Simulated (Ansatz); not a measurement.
HGe (SMILES [GeH]), doublet, geometry from GFN2-xTB.

Here is a job for Ansatz (an electronic-structure program).
Ansatz 0.2 input:
```yaml
crystal:
  periodic: [false, false, false]
  atoms:
    - {symbol: Ge, position_ang: [-0.00000000, -0.00000000, -0.04951318]}
    - {symbol: H, position_ang: [0.00000000, 0.00000000, 1.58442176]}
basis:
  gaussian:
    orbitals: def2-QZVP.json
hamiltonian:
  xc: {name: SVWN5}
magnetization: {spin_polarized: true, initial_magnetization: 1}
```
The basis file holds def2-QZVP in the JSON format of the Basis Set Exchange.

Question: Give the total energy at the level SVWN5/def2-QZVP run with Ansatz.

Answer: -2074.4119 Eh

Question: Estimate the <S^2> that SVWN5/def2-QZVP returns for this input.

Answer: 0.751

Question: What is the computed number of basis functions (SVWN5/def2-QZVP)?

Answer: 105
